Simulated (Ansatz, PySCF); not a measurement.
System: SiO₂, charge -1, multiplicity 2. 
Coordinates optimised at B3LYP-D3(BJ)/def2-TZVP (Ansatz, a first-principles code):
```
Si
O 1 1.5582
O 1 1.5582 2 137.37
```
Charge -1, spin multiplicity 2.

Total electronic energies in hartree. Correlated levels leave the core frozen unless marked. UHF or UKS for open shells. Spin-orbit coupling is left out. Non-relativistic. Basis-set limits of correlation are two-point, X^-3; Hartree-Fock from the larger set. [CCSD(T)-MP2]/basis is that difference in the basis named.

```json
[
 {"level": "HF/aug-cc-pV(D+d)Z", "program": "Ansatz", "energy (Eh)": "-438.73376"},
 {"level": "RI-HF/aug-cc-pV(Q+d)Z", "program": "Ansatz", "energy (Eh)": "-438.80296"},
 {"level": "PBE-D4/def2-TZVPD", "program": "Ansatz + dftd4", "energy (Eh)": "-439.81428"},
 {"level": "BP86/def2-TZVPD", "program": "PySCF", "energy (Eh)": "-440.14139"},
 {"level": "B3LYP-D3(BJ)/def2-TZVPD", "program": "Ansatz + dftd3", "energy (Eh)": "-440.12777"},
 {"level": "B3LYP-D4/def2-TZVPD", "program": "Ansatz + dftd4", "energy (Eh)": "-440.12862"},
 {"level": "PBE0/STO-3G", "program": "Ansatz", "energy (Eh)": "-433.98359"},
 {"level": "r2SCANh-D4/def2-TZVPD", "program": "Ansatz + dftd4", "energy (Eh)": "-439.99425"},
 {"level": "r2SCAN0/def2-TZVPD", "program": "Ansatz", "energy (Eh)": "-439.97107"},
 {"level": "MN15-D3(BJ)/def2-TZVPD", "program": "PySCF + dftd3", "energy (Eh)": "-439.85092"},
 {"level": "HSE06-D4/def2-TZVPD", "program": "Ansatz + dftd4", "energy (Eh)": "-439.80701"},
 {"level": "CAM-B3LYP-D3(BJ)/def2-TZVPD", "program": "Ansatz + dftd3", "energy (Eh)": "-440.06818"},
 {"level": "CAM-B3LYP-D4/def2-TZVPD", "program": "Ansatz + dftd4", "energy (Eh)": "-440.06881"},
 {"level": "CAM-B3LYP/def2-TZVPD", "program": "Ansatz", "energy (Eh)": "-440.06700"},
 {"level": "wB97X-V/def2-TZVPD", "program": "Ansatz", "energy (Eh)": "-439.99591"},
 {"level": "B2GP-PLYP-D3(BJ)/def2-TZVPD", "program": "Ansatz + dftd3", "energy (Eh)": "-439.83057"},
 {"level": "B2GP-PLYP/def2-TZVPD", "program": "Ansatz", "energy (Eh)": "-439.82926"},
 {"level": "B2PLYP-D4/def2-TZVPD", "program": "Ansatz + dftd4", "energy (Eh)": "-439.90157"},
 {"level": "MP2/cc-pV(T+d)Z", "program": "Ansatz", "energy (Eh)": "-439.36512"},
 {"level": "CCSD/cc-pVTZ", "program": "Ansatz", "energy (Eh)": "-439.35069"},
 {"level": "CCSD(T)/6-31G*", "program": "Ansatz", "energy (Eh)": "-439.13183"},
 {"level": "CCSD(T)/cc-pV(Q+d)Z", "program": "Ansatz", "energy (Eh)": "-439.45590"},
 {"level": "RI-MP2/CBS(aug-cc-pV(T+d)Z,aug-cc-pV(Q+d)Z)+[CCSD(T)-MP2]/aug-cc-pV(T+d)Z", "program": "Ansatz", "energy (Eh)": "-439.4997"}
]
```

Totals of different functionals don't rank their quality; only differences between species are comparable.
